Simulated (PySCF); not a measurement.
Basis-set dependence of population analyses: `O=CO[Si@H](Cl)CCl`

Species: C2H4Cl2O2Si.
Z-matrix (Å and degrees, PBE0-D3(BJ)/def2-SVP geometry), rows numbered from 1:
```
O 
C   1  1.1999
O   2  1.3300  1  124.14
Si  3  1.7076  2  119.06  1     2.49
Cl  4  2.0479  3  103.64  2   175.26
C   4  1.8730  3  110.32  2    57.22
Cl  6  1.7851  4  110.07  3    48.05
H   2  1.1088  1  124.58  3  -179.67
H   4  1.4820  3  110.07  2   -68.08
H   6  1.1000  4  111.23  3   168.64
H   6  1.0997  4  109.40  3   -70.85
```

PBE0 throughout (PySCF), one geometry, spherical d and f functions. Isolated species at its PBE0-D3(BJ)/def2-SVP geometry (one conformer only). The first 7 of 11 kinds of atom are listed.

Mulliken charges (e):

| basis | functions | O1 | C2 | O3 | Si4 | Cl5 | C6 | Cl7 |
| --- | --- | --- | --- | --- | --- | --- | --- | --- |
| STO-3G | 51 | -0.239 | +0.163 | -0.311 | +0.885 | -0.322 | -0.292 | -0.137 |
| 6-31G | 83 | -0.393 | +0.385 | -0.634 | +1.013 | -0.256 | -0.856 | +0.054 |
| pcSseg-0 | 83 | -0.481 | +0.513 | -0.767 | +1.308 | -0.354 | -1.130 | -0.007 |
| 6-31G* | 118 | -0.405 | +0.392 | -0.517 | +0.820 | -0.238 | -0.682 | -0.035 |
| cc-pVDZ | 130 | -0.252 | +0.284 | -0.350 | +0.614 | -0.197 | -0.266 | -0.103 |
| def2-SVP | 130 | -0.269 | +0.317 | -0.412 | +0.759 | -0.233 | -0.289 | -0.144 |
| aug-cc-pVDZ | 209 | -0.421 | +0.794 | -0.670 | +0.985 | -0.429 | +0.027 | -0.115 |
| 6-311+G(2d,p) | 237 | -0.405 | +0.361 | -0.561 | +0.884 | -0.258 | -0.546 | -0.024 |
| def2-TZVP | 259 | -0.316 | +0.239 | -0.283 | +0.500 | -0.207 | -0.260 | -0.130 |
| cc-pVTZ | 278 | -0.302 | +0.242 | -0.250 | +0.506 | -0.192 | -0.229 | -0.134 |
| IGLO-III | 312 | -0.451 | +0.377 | -0.480 | +1.179 | -0.347 | -0.597 | -0.009 |
| pcSseg-2 | 329 | -0.408 | +0.453 | -0.470 | +0.833 | -0.250 | -0.217 | -0.139 |

IAO charges (e):

| basis | functions | O1 | C2 | O3 | Si4 | Cl5 | C6 | Cl7 |
| --- | --- | --- | --- | --- | --- | --- | --- | --- |
| STO-3G | 51 | -0.257 | +0.159 | -0.389 | +0.960 | -0.266 | -0.514 | -0.054 |
| 6-31G | 83 | -0.415 | +0.353 | -0.527 | +0.977 | -0.256 | -0.562 | -0.068 |
| pcSseg-0 | 83 | -0.414 | +0.366 | -0.529 | +1.004 | -0.259 | -0.581 | -0.063 |
| 6-31G* | 118 | -0.437 | +0.415 | -0.568 | +1.115 | -0.288 | -0.561 | -0.075 |
| cc-pVDZ | 130 | -0.431 | +0.409 | -0.561 | +1.108 | -0.287 | -0.550 | -0.079 |
| def2-SVP | 130 | -0.433 | +0.410 | -0.561 | +1.120 | -0.284 | -0.550 | -0.072 |
| aug-cc-pVDZ | 209 | -0.450 | +0.418 | -0.566 | +1.118 | -0.292 | -0.552 | -0.084 |
| 6-311+G(2d,p) | 237 | -0.451 | +0.419 | -0.575 | +1.144 | -0.293 | -0.567 | -0.080 |
| def2-TZVP | 259 | -0.451 | +0.423 | -0.578 | +1.160 | -0.297 | -0.572 | -0.077 |
| cc-pVTZ | 278 | -0.448 | +0.421 | -0.575 | +1.149 | -0.297 | -0.567 | -0.080 |
| IGLO-III | 312 | -0.452 | +0.420 | -0.577 | +1.152 | -0.293 | -0.572 | -0.075 |
| pcSseg-2 | 329 | -0.451 | +0.423 | -0.578 | +1.155 | -0.296 | -0.573 | -0.077 |

Hirshfeld charges (e):

| basis | functions | O1 | C2 | O3 | Si4 | Cl5 | C6 | Cl7 |
| --- | --- | --- | --- | --- | --- | --- | --- | --- |
| STO-3G | 51 | -0.198 | +0.146 | -0.178 | +0.600 | -0.255 | -0.002 | -0.170 |
| 6-31G | 83 | -0.239 | +0.192 | -0.214 | +0.412 | -0.131 | -0.112 | -0.067 |
| pcSseg-0 | 83 | -0.233 | +0.185 | -0.201 | +0.435 | -0.128 | -0.118 | -0.057 |
| 6-31G* | 118 | -0.238 | +0.193 | -0.189 | +0.394 | -0.123 | -0.106 | -0.076 |
| cc-pVDZ | 130 | -0.227 | +0.182 | -0.180 | +0.401 | -0.112 | -0.125 | -0.056 |
| def2-SVP | 130 | -0.235 | +0.189 | -0.185 | +0.400 | -0.101 | -0.130 | -0.047 |
| aug-cc-pVDZ | 209 | -0.237 | +0.183 | -0.201 | +0.416 | -0.105 | -0.145 | -0.040 |
| 6-311+G(2d,p) | 237 | -0.239 | +0.183 | -0.202 | +0.413 | -0.103 | -0.140 | -0.043 |
| def2-TZVP | 259 | -0.238 | +0.186 | -0.196 | +0.407 | -0.102 | -0.139 | -0.046 |
| cc-pVTZ | 278 | -0.235 | +0.186 | -0.190 | +0.407 | -0.107 | -0.138 | -0.050 |
| IGLO-III | 312 | -0.239 | +0.181 | -0.199 | +0.405 | -0.092 | -0.145 | -0.033 |
| pcSseg-2 | 329 | -0.238 | +0.185 | -0.200 | +0.416 | -0.104 | -0.144 | -0.043 |

ESP-fitted charges (e):

| basis | functions | O1 | C2 | O3 | Si4 | Cl5 | C6 | Cl7 |
| --- | --- | --- | --- | --- | --- | --- | --- | --- |
| STO-3G | 51 | -0.354 | +0.450 | -0.342 | +0.766 | -0.302 | -0.316 | -0.141 |
| 6-31G | 83 | -0.538 | +0.752 | -0.559 | +0.720 | -0.237 | -0.586 | -0.072 |
| pcSseg-0 | 83 | -0.543 | +0.750 | -0.570 | +0.850 | -0.265 | -0.593 | -0.082 |
| 6-31G* | 118 | -0.449 | +0.555 | -0.380 | +0.507 | -0.153 | -0.617 | -0.051 |
| cc-pVDZ | 130 | -0.438 | +0.546 | -0.364 | +0.445 | -0.124 | -0.586 | -0.041 |
| def2-SVP | 130 | -0.469 | +0.612 | -0.404 | +0.481 | -0.123 | -0.592 | -0.034 |
| aug-cc-pVDZ | 209 | -0.474 | +0.579 | -0.360 | +0.428 | -0.113 | -0.644 | -0.032 |
| 6-311+G(2d,p) | 237 | -0.466 | +0.561 | -0.361 | +0.417 | -0.103 | -0.676 | -0.023 |
| def2-TZVP | 259 | -0.467 | +0.569 | -0.359 | +0.426 | -0.105 | -0.629 | -0.031 |
| cc-pVTZ | 278 | -0.456 | +0.553 | -0.353 | +0.430 | -0.111 | -0.618 | -0.035 |
| IGLO-III | 312 | -0.463 | +0.558 | -0.347 | +0.374 | -0.081 | -0.708 | -0.003 |
| pcSseg-2 | 329 | -0.488 | +0.605 | -0.390 | +0.493 | -0.130 | -0.621 | -0.042 |

Question: Which scheme is steadiest as the basis changes?

Answer: Largest range over the bases for any column: Hirshfeld 0.21 e, IAO 0.26 e, ESP-fitted 0.48 e, Mulliken 1.16 e. Hirshfeld charges move least and Mulliken charges most, counted in e. Without the minimal STO-3G basis the ranges are Hirshfeld 0.04, IAO 0.18, ESP-fitted 0.48, Mulliken 1.16 e.

Question: How much do the charges still move between the two largest bases, IGLO-III and pcSseg-2?

Answer: At most, over all atoms: Mulliken 0.379 e, IAO 0.003 e, Hirshfeld 0.012 e, ESP-fitted 0.119 e.

Question: What do the same runs give for the total energy, the frontier levels and the dipole moment?

Answer: 
```json
{"basis": "STO-3G", "energy (Eh)": "-1422.0252", "HOMO (eV)": "-5.19", "LUMO (eV)": "3.04", "μ (D)": "2.66"}
{"basis": "6-31G", "energy (Eh)": "-1438.1553", "HOMO (eV)": "-8.63", "LUMO (eV)": "-0.69", "μ (D)": "2.11"}
{"basis": "pcSseg-0", "energy (Eh)": "-1436.4316", "HOMO (eV)": "-8.69", "LUMO (eV)": "-0.76", "μ (D)": "2.01"}
{"basis": "6-31G*", "energy (Eh)": "-1438.3247", "HOMO (eV)": "-8.41", "LUMO (eV)": "-0.32", "μ (D)": "1.40"}
{"basis": "cc-pVDZ", "energy (Eh)": "-1438.4050", "HOMO (eV)": "-8.35", "LUMO (eV)": "-0.30", "μ (D)": "1.18"}
{"basis": "def2-SVP", "energy (Eh)": "-1437.8356", "HOMO (eV)": "-8.30", "LUMO (eV)": "-0.40", "μ (D)": "1.08"}
{"basis": "aug-cc-pVDZ", "energy (Eh)": "-1438.4307", "HOMO (eV)": "-8.48", "LUMO (eV)": "-0.72", "μ (D)": "1.09"}
{"basis": "6-311+G(2d,p)", "energy (Eh)": "-1438.4972", "HOMO (eV)": "-8.49", "LUMO (eV)": "-0.73", "μ (D)": "1.08"}
{"basis": "def2-TZVP", "energy (Eh)": "-1438.5260", "HOMO (eV)": "-8.42", "LUMO (eV)": "-0.60", "μ (D)": "1.02"}
{"basis": "cc-pVTZ", "energy (Eh)": "-1438.5302", "HOMO (eV)": "-8.42", "LUMO (eV)": "-0.54", "μ (D)": "1.05"}
{"basis": "IGLO-III", "energy (Eh)": "-1438.5168", "HOMO (eV)": "-8.37", "LUMO (eV)": "-0.64", "μ (D)": "0.90"}
{"basis": "pcSseg-2", "energy (Eh)": "-1438.5481", "HOMO (eV)": "-8.50", "LUMO (eV)": "-0.69", "μ (D)": "1.14"}
```

The dipole is fixed by the density alone, so its range of 1.76 D shows that the density itself changes with the basis, not only its division among atoms.
